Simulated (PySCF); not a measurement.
# Relaxation of singlet [BrH2]+

Level of theory: PBE0/[Br def2-TZVP, H def2-TZVP], no relativity, density fitting, PySCF. A (50,194) grid was used.

A start displaced from a saddle point along its imaginary mode, of C2v symmetry, held to at least that symmetry:

```xyz
3
charge 1 multiplicity 1, angstrom
Br   -0.0003   -0.0030    0.0000
H     0.0123    0.1194    1.4556
H     0.0123    0.1194   -1.4556
```

At each step, columns x, y, z (Å) and Fx, Fy, Fz (eV/Å):

```
step 0  E − E(last) = 261.55 kJ/mol
Br   0.000  -0.003   0.000  -0.225  -2.193   0.000
H    0.012   0.119   1.456   0.113   1.097  -0.123
H    0.012   0.119  -1.456   0.113   1.097   0.123
step 1  E − E(last) = 178.55 kJ/mol
Br  -0.018  -0.171   0.000  -0.377  -3.665   0.000
H    0.021   0.203   1.432   0.189   1.833  -0.774
H    0.021   0.203  -1.432   0.189   1.833   0.774
step 2  E − E(last) = 81.65 kJ/mol
Br  -0.042  -0.405   0.000  -0.058  -0.581   0.000
H    0.033   0.320   1.383   0.029   0.290  -2.187
H    0.033   0.320  -1.383   0.029   0.290   2.187
step 3  E − E(last) = 42.16 kJ/mol
Br  -0.055  -0.536   0.000   0.142   1.372   0.000
H    0.040   0.386   1.270  -0.071  -0.686  -2.056
H    0.040   0.386  -1.270  -0.071  -0.686   2.056
step 4  E − E(last) = 7.54 kJ/mol
Br  -0.058  -0.568   0.000   0.084   0.837   0.000
H    0.041   0.402   1.136  -0.042  -0.419  -0.967
H    0.041   0.402  -1.136  -0.042  -0.419   0.967
step 5  E − E(last) = 0.74 kJ/mol
Br  -0.059  -0.571   0.000  -0.069  -0.632   0.000
H    0.041   0.403   1.041   0.034   0.316   0.270
H    0.041   0.403  -1.041   0.034   0.316  -0.270
step 6  E − E(last) = 0.03 kJ/mol
Br  -0.060  -0.589   0.000   0.009   0.129   0.000
H    0.042   0.412   1.045  -0.005  -0.065  -0.041
H    0.042   0.412  -1.045  -0.005  -0.065   0.041
step 7  E − E(last) = 0.00 kJ/mol
Br  -0.060  -0.585   0.000  -0.004   0.004   0.000
H    0.042   0.410   1.046   0.002  -0.002  -0.003
H    0.042   0.410  -1.046   0.002  -0.002   0.003
```

It ends at C2v with Br–H 1.447 Å (×2); H–Br–H 92.6°. No frequency check is given, so it may be a saddle point. Other isomers or separated fragments may lie lower.
